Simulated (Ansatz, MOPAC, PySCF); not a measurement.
Species: CH3BF (charge 0, doublet). SMILES: C[B]F
Geometry: optimised at B3LYP-D3(BJ)/def2-TZVP (Ansatz, a program for electronic structure).

Unscaled harmonic wavenumbers (cm⁻¹) in rising order, each level at the stationary point that it reaches from this structure (no distance between atoms moves by over 0.3 Å); the order of modes can differ between levels, and a negative number is imaginary. B3LYP-D3(BJ)/def2-TZVP (PySCF, at the structure above): 61, 387, 706, 847, 973, 1301, 1351, 1437, 1460, 3003, 3060, 3121.

AM1 (MOPAC): -101, 391, 748, 823, 1130, 1338, 1366, 1368, 2015, 3105, 3107, 3178. Zero-point energy 26.5 against 25.3 kcal/mol; where all levels lie over 400 cm⁻¹, the wavenumbers are on average 1.063 times those of B3LYP-D3(BJ)/def2-TZVP. This level finds the structure a saddle point. The zero-point energy leaves imaginary modes out.

HF/3-21G (Ansatz): 37, 404, 832, 916, 1076, 1467, 1518, 1615, 1631, 3156, 3208, 3266. Zero-point energy 27.3 against 25.3 kcal/mol; where all levels lie over 400 cm⁻¹, the wavenumbers are on average 1.100 times those of B3LYP-D3(BJ)/def2-TZVP.

HF/6-31G* (Ansatz): 41, 394, 760, 911, 1037, 1405, 1487, 1593, 1610, 3178, 3232, 3292. Zero-point energy 27.1 against 25.3 kcal/mol; where all levels lie over 400 cm⁻¹, the wavenumbers are on average 1.078 times those of B3LYP-D3(BJ)/def2-TZVP.

B3LYP/6-31G* (Ansatz): 52, 379, 704, 851, 976, 1327, 1376, 1474, 1495, 3020, 3081, 3140. Zero-point energy 25.6 against 25.3 kcal/mol; where all levels lie over 400 cm⁻¹, the wavenumbers are on average 1.011 times those of B3LYP-D3(BJ)/def2-TZVP.
